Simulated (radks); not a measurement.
The numbers below are computed, except where a source is named.
W II, configuration [Xe] 4f14 5d4 6s1.

Code: a radial shooting solver on a logarithmic mesh with Libxc functionals. Model: scalar-relativistic Kohn-Sham, BLYP, spin-unpolarised, spherical densities, point nucleus.

Energy parts (Ry):
total: -32286.2786
kinetic: 35583.2730
electron-nucleus: -79793.8748
Hartree: 12571.1796
exchange-correlation: -646.8565

Orbitals (lengths in bohr, moments of r in powers of bohr; <r^-3> diverges for s and p1/2; r(max) is where P^2 peaks; r(90%) holds 90 % of the orbital's charge):
orbital,occ.,eigenvalue (Ry),<r^-3>,<r^2>,r(90%),r(max)
1s,2,-5109.107,-,0.0004628,0.0334,0.01145
2s,2,-882.2679,-,0.007117,0.120,0.06566
2p,6,-771.6056,19760,0.005891,0.113,0.05388
3s,2,-203.5919,-,0.04621,0.295,0.1852
3p,6,-170.8293,4407,0.04699,0.301,0.1834
3d,10,-133.1627,566.0,0.03897,0.283,0.1493
4s,2,-42.41238,-,0.2281,0.645,0.4205
4p,6,-31.66728,1024,0.2599,0.695,0.4411
4d,10,-18.05620,112.5,0.3031,0.767,0.4521
5s,2,-6.35396,-,1.279,1.53,0.9618
5p,6,-3.71678,147.3,1.771,1.83,1.091
4f,14,-2.97714,19.08,0.4648,1.01,0.4284
6s,1,-0.89475,-,9.937,4.34,2.566
5d,4,-0.85447,7.069,4.662,3.12,1.490

The highest occupied level is 5d at -11.626 eV. The density falls to 0.001 e/bohr^3 at r = 4.33 bohr. Summed over all electrons, <r^2> = 54.14 bohr^2, which gives a Langevin (diamagnetic) susceptibility term of -42.9 x 10^-6 cm^3/mol. For comparison, the ionisation energy in NIST's Atomic Spectra Database is 16.4 eV (semi-empirical). In exact Kohn-Sham theory the highest level is minus the ionisation energy, but local and semilocal functionals leave it too shallow, through self-interaction and a potential that decays too fast; potentials with the right tail come closer.

Beside tabulated values, note that spin-unpolarised runs miss the spin-polarisation part of the exchange energy of open shells.
